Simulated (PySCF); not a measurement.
C₅H₅, SMILES [CH]1C=CC=C1 (connectivity only; charge and spin as stated), charge +1, multiplicity 1.

Geometry: B3LYP-D3(BJ)/def2-SVP. The spin state was assumed, not searched. The isomer is the one that the SMILES or the coordinates give; other isomers of the formula were not compared.

Level of theory: B3LYP-D3(BJ)/def2-SVP (PySCF).

Harmonic, unscaled wavenumbers; measured fundamentals usually lie a few per cent lower.

| mode | ν (cm⁻¹) | IR (km/mol) | moving atoms (share of kinetic energy) |
|---|---|---|---|
| 1 | 273 | 22.7 | C 52 %, H 48 % |
| 2 | 343 | 0.0 | C 57 %, H 43 % |
| 3 | 494 | 241.8 | C 96 % |
| 4 | 694 | 67.3 | H 85 %, C 15 % |
| 5 | 796 | 0.0 | H 74 %, C 26 % |
| 6 | 812 | 5.8 | C 87 %, H 13 % |
| 7 | 855 | 4.4 | C 66 %, H 34 % |
| 8 | 966 | 9.1 | H 75 %, C 25 % |
| 9 | 972 | 119.6 | H 52 %, C 48 % |
| 10 | 1000 | 0.0 | H 61 %, C 39 % |
| 11 | 1051 | 5.3 | C 56 %, H 44 % |
| 12 | 1060 | 7.4 | H 59 %, C 41 % |
| 13 | 1094 | 2.5 | H 87 %, C 13 % |
| 14 | 1135 | 0.0 | H 65 %, C 35 % |
| 15 | 1277 | 79.5 | H 53 %, C 47 % |
| 16 | 1289 | 16.2 | H 72 %, C 28 % |
| 17 | 1341 | 110.6 | H 57 %, C 43 % |
| 18 | 1587 | 24.7 | C 80 %, H 20 % |
| 19 | 1622 | 84.1 | C 94 % |
| 20 | 3193 | 8.3 | H 91 %, C 9 % |
| 21 | 3232 | 2.3 | H 91 %, C 9 % |
| 22 | 3236 | 31.2 | H 91 %, C 9 % |
| 23 | 3262 | 56.6 | H 90 %, C 10 % |
| 24 | 3266 | 1.6 | H 90 %, C 10 % |
